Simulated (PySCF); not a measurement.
## Excitation energy of Cd by level of theory

Cd [Kr] 4d10 5s2 (1S) → Cd [Kr] 4d9 5s2 6s1 (3D), as a difference of total energies. All numbers are calculated (PySCF 2.14, a scalar-relativistic core potential, in aug-cc-pVTZ-PP with ECP28MDF (6s6p5d3f2g, 88 functions)). Correlated levels: valence: 4s2 4p6 frozen. The calculations carry no spin-orbit coupling.

| method | excitation energy (cm⁻¹) |
| --- | --- |
| UHF | 110650 |
| LDA | 121490 |
| PBE | 118850 |
| PBE0 | 118730 |
| r2SCAN | 120000 |
| B2PLYP | 120640 |
| wB97M-V | 119430 |
| r2SCAN0 | 119650 |
| PW91 | 119210 |
| MP2 (valence) | 124270 |
| SCS-MP2 (valence) | 122810 |

The upper state lies above the first ionisation limit, where it may autoionise and the basis confines it. A Rydberg-like electron needs more diffuse functions than a valence basis has.

The promoted electron is Rydberg-like, and one or two diffuse shells describe it only roughly, which tends to raise the upper state.
